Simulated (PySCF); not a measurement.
**Electron correlation in F⁺ (fluorine, charge +1)**

[He] 2s1 2p5, high-spin 3P determinant (an excited configuration). Computed with PySCF 2.14 in dyall-acv3z, with scalar relativity by spin-free X2C-1e. Frozen: nothing; 8 electrons correlated; the 5 highest virtual orbitals of each spin left out.

```csv
level,correlation energy (mhartree)
CCSD,-267.34
(T),-5.88
CCSD(T),-273.22
```

Diagnostics: T1 = 0.0059, D1 = 0.0142, largest double amplitude 0.049.

Cost of the coupled-cluster step: of the order of 19 core-seconds, for 8 correlated electrons.

Iterations:

```
CC2 = 0
CCSD nocc = (np.int64(5), np.int64(3)), nmo = (71, 71)
frozen orbitals [[71, 72, 73, 74, 75], [71, 72, 73, 74, 75]]
max_cycle = 100
direct = 0
conv_tol = 1e-08
conv_tol_normt = 1e-06
diis_space = 8
diis_start_cycle = 0
Init t2, MP2 energy = -0.242672692542888
Init E_corr(UCCSD) = -0.242672692543436
cycle = 1  E_corr(UCCSD) = -0.258058898221985  dE = -0.0153862057  norm(t1,t2) = 0.0420521
cycle = 2  E_corr(UCCSD) = -0.262862632753448  dE = -0.00480373453  norm(t1,t2) = 0.0221476
cycle = 3  E_corr(UCCSD) = -0.267384680929367  dE = -0.00452204818  norm(t1,t2) = 0.0130436
cycle = 4  E_corr(UCCSD) = -0.267270757675598  dE = 0.000113923254  norm(t1,t2) = 0.00319952
cycle = 5  E_corr(UCCSD) = -0.267297178659367  dE = -2.64209838e-05  norm(t1,t2) = 0.00133745
cycle = 6  E_corr(UCCSD) = -0.267346103988671  dE = -4.89253293e-05  norm(t1,t2) = 0.000580775
cycle = 7  E_corr(UCCSD) = -0.267335542205307  dE = 1.05617834e-05  norm(t1,t2) = 0.000124718
cycle = 8  E_corr(UCCSD) = -0.26733520198616  dE = 3.40219147e-07  norm(t1,t2) = 0.000343249
cycle = 9  E_corr(UCCSD) = -0.267336548811327  dE = -1.34682517e-06  norm(t1,t2) = 6.58892e-05
cycle = 10  E_corr(UCCSD) = -0.267336647567354  dE = -9.87560275e-08  norm(t1,t2) = 1.01478e-05
cycle = 11  E_corr(UCCSD) = -0.267336626324111  dE = 2.12432434e-08  norm(t1,t2) = 3.50121e-06
cycle = 12  E_corr(UCCSD) = -0.267336539852279  dE = 8.64718324e-08  norm(t1,t2) = 1.00958e-06
cycle = 13  E_corr(UCCSD) = -0.267336562288081  dE = -2.24358027e-08  norm(t1,t2) = 3.49836e-07
cycle = 14  E_corr(UCCSD) = -0.267336570032203  dE = -7.74412179e-09  norm(t1,t2) = 9.1384e-08
UCCSD converged
E(UCCSD) = -98.39499276792553  E_corr = -0.267336570032203
UCCSD(T) correction = -0.0058760921365474
```
